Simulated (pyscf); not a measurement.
**H₂N–Ga(NH₂)–NH₂, singlet**

Gas-phase minimum from PySCF at ωB97X-D3(BJ)/def2-SVP, one conformer. 

```
Ga
N 1 1.8192
H 2 1.0123 1 123.03
H 2 1.0124 3 111.14 1 -160.73
N 1 1.8192 2 120.10 3 12.25
H 5 1.0123 1 123.09 2 -12.43
H 5 1.0124 6 111.14 1 160.71
N 1 1.8222 2 119.96 3 -168.73
H 8 1.0131 1 121.70 2 -164.45
H 8 1.0131 9 110.54 1 -152.95
```
Charge 0, spin multiplicity 1.

Properties at ωB97X-D3(BJ)/def2-SVP:

```
Quantity                                                                                                                                                                                                                                              Value
---------------------------------------------------------------------------------------------------------------------  ------------------------------------------------------------------------------------------------------------------------------------
Harmonic wavenumbers, unscaled                                                                                         117, 147, 169, 173, 185, 214, 256, 311, 322, 660, 675, 729, 732, 773, 781, 1534, 1538, 1551, 3631, 3639, 3640, 3728, 3738, 3738 cm⁻¹
Zero-point energy                                                                                                                                                                                                                             47.1 kcal/mol
Rotational symmetry number                                                                                                                                                                                                                                1
Entropy of this conformer at 298 K and 1 atm, rigid rotor and harmonic oscillator, modes under 100 cm⁻¹ raised to 100                                                                                                                       363.7 J/(mol K)
Dipole moment                                                                                                                                                                                                                                        0.27 D
```

Single-point totals, which compare only within one level:

```tsv
level	total energy (hartree)
ωB97X-D3(BJ)/def2-TZVP	-2092.87798
PBE/def2-TZVP	-2092.35810
r²SCAN/def2-TZVP	-2092.75211
B3LYP-D3(BJ)/def2-TZVP	-2092.92048
PBE0-D3(BJ)/def2-TZVP	-2092.41365
M06-2X/def2-TZVP	-2092.78478
ωB97M-D3(BJ)/def2-TZVP	-2092.92627
```

Soft torsions are taken as harmonic, which can shift the entropy by several J/(mol K). Elements up to Kr have no core potential and no relativistic terms here.
